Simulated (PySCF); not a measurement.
**C₆ coefficients of unlike pairs at PBE0**

Calculated with PySCF 2.14 from the dipole response of each species, C₆(A,B) = (3/π) ∫ α_A(iu) α_B(iu) du, in atomic units, from isotropic polarisabilities. For ions this is the dispersion term alone; charge-induced terms of lower order in 1/R come first.

```csv
species,configuration,basis,relativity,α (bohr³),C₆ (like pair)
Cr³⁺,[Ar] 3d3 (4F),aug-cc-pVTZ (8s7p5d3f2g),none,2.094,5.261
Mg²⁺,[Ne] (1S),aug-cc-pCVDZ (6s5p3d),none,0.2647,0.2139
Si,[Ne] 3s2 3p2 (3P),"aug-cc-pV(T+d)Z with one added diffuse shell each of s, p, d, f type (7s6p5d3f)",none,39.93,327.3
Cd,[Kr] 4d10 5s2 (1S),aug-cc-pVDZ-PP with ECP28MDF (5s5p4d2f),core potential,50.07,449.7
```

Q: Estimate C₆ for Cd with Cr³⁺.

A: The integral gives 36.77. The combination rule 2 C_A C_B / (C_A α_B/α_A + C_B α_A/α_B) gives 32.72 and the geometric mean 48.64.

No spin-orbit coupling is included.

The other pairs:

```tsv
pair	C₆
Cd, Mg²⁺	5.511
Cd, Si	381.5
Si, Mg²⁺	4.289
Mg²⁺, Cr³⁺	0.9661
Si, Cr³⁺	30.03
```
